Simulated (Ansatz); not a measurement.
The same redistribution along the group B, Al, Ga, In.

Gas-phase electronic energies from Ansatz, PBE0-D4/def2-TZVP geometries. CCSD(T)/CBS is the MP2 limit (def2-TZVPP, def2-QZVPP) plus CCSD(T) − MP2 in def2-TZVPP, frozen cores. Functionals use def2-TZVPP. Elements past krypton have def2 core potentials. For Ga, In, Se outer-core shells are correlated without core-valence functions, which leaves a few kJ/mol of doubt a bond. Scalar relativity is left out up to krypton. One conformer a species, not always the lowest.

```csv
reaction,PBE-D4 (kcal/mol),CCSD(T)/CBS(def2) (kcal/mol)
`ClB(Cl)[SeH]` + `NP(O)O` → `OP(O)[SeH]` + `NB(Cl)Cl`,-15.7,-12.9
`[Cl][Al]([Cl])[SeH]` + `NP(O)O` → `OP(O)[SeH]` + `[NH2][Al]([Cl])[Cl]`,4.6,7.2
`[Cl][Ga]([Cl])[SeH]` + `NP(O)O` → `OP(O)[SeH]` + `[NH2][Ga]([Cl])[Cl]`,14.0,15.5
`[Cl][In]([Cl])[SeH]` + `NP(O)O` → `OP(O)[SeH]` + `[NH2][In]([Cl])[Cl]`,22.1,25.1
```

Largest T1 diagnostic: 0.013, for `[NH2][In]([Cl])[Cl]`.
